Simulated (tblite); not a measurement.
Parent: `[N:1]#[C:2][CH2:3][SiH:4]([SiH3:5])[SiH3:6]` with C2–C3–Si4–Si5 -65°, C2H9NSi3.

The geometries are computed with GFN2-xTB (gas phase). One conformer each, not checked by frequencies here.

```
coordinate of the parent    value
                   N1≡C2  1.146 Å
                   C2–C3  1.423 Å
                  C3–Si4  1.945 Å
                 Si4–Si5  2.327 Å
                 Si4–Si6  2.327 Å
                N1–C2–C3   177.4°
               C2–C3–Si4   110.1°
              C3–Si4–Si5   107.3°
              C3–Si4–Si6   107.4°
             Si5–Si4–Si6   119.4°
```

Task: How does the shared frame change in `[N:1]#[C:2][CH2:3][Si@@H:4]([SiH3:5])[SiH2:6][CH2:7][SiH3:8]` with C2–C3–Si4–Si5 -70°, C3–Si4–Si6–C7 -76°, Si4–Si6–C7–Si8 179°, C3H13NSi4? Atoms pair as N1 = N1, C2 = C2, C3 = C3, Si4 = Si4, Si5 = Si5, Si6 = Si6 (parent first).

Result: 
```tsv
parent	relative	value in the relative	change
N1≡C2	N1≡C2	1.146 Å	0.000
C2–C3	C2–C3	1.421 Å	-0.002
C3–Si4	C3–Si4	1.948 Å	+0.003
Si4–Si5	Si4–Si5	2.328 Å	+0.001
Si4–Si6	Si4–Si6	2.333 Å	+0.006
N1–C2–C3	N1–C2–C3	177.0°	-0.4
C2–C3–Si4	C2–C3–Si4	110.1°	0.0
C3–Si4–Si5	C3–Si4–Si5	106.9°	-0.4
C3–Si4–Si6	C3–Si4–Si6	107.2°	-0.2
Si5–Si4–Si6	Si5–Si4–Si6	118.9°	-0.5
```

Of the parent's bonds, Si4–Si6 changes most (+0.006 Å). Bonds of the relative outside the shared frame: Si6–C7 1.900, C7–Si8 1.899 Å. Point group Cs → C1.
